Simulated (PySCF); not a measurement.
Gas-phase reaction: 2 TaCl4NH2 → 2 TaCl3NH + H2 + 2 Cl

Method: PySCF energies plus ideal-gas RRHO corrections (1 bar). † marks an energy on the PBE0/def2-TZVP geometry and frequencies; other levels use their own. MP2 freezes the core. Open shells (unrestricted): Cl (multiplicity 2); the rest are closed-shell singlets. Spin-orbit splitting is ignored; it lowers the true energy and changes the entropy of Cl. Ta: scalar-relativistic def2 core potential, no spin-orbit coupling. TaCl4NH2, TaCl3NH: computed as isolated molecules; such fragments, hydroxides, amides, oligomers or adducts are transient or little studied in the gas. MP2 isn't extrapolated to the basis-set limit.

```tsv
level	ΔH°(298 K), kJ
BLYP/def2-TZVP†	___
HF/def2-TZVP†	493
MP2/def2-TZVPP†	637
PBE/def2-SVP	697
PBE0/def2-TZVP	___
r2SCAN/def2-TZVP†	___
LDA/def2-TZVP†	___
ωB97M-V/def2-TZVP†	685
```

### Question
Complete the blanks.

### Answer

- BLYP/def2-TZVP†, ΔH°(298 K), kJ: 595
- PBE0/def2-TZVP, ΔH°(298 K), kJ: 672
- r2SCAN/def2-TZVP†, ΔH°(298 K), kJ: 695
- LDA/def2-TZVP†, ΔH°(298 K), kJ: 845
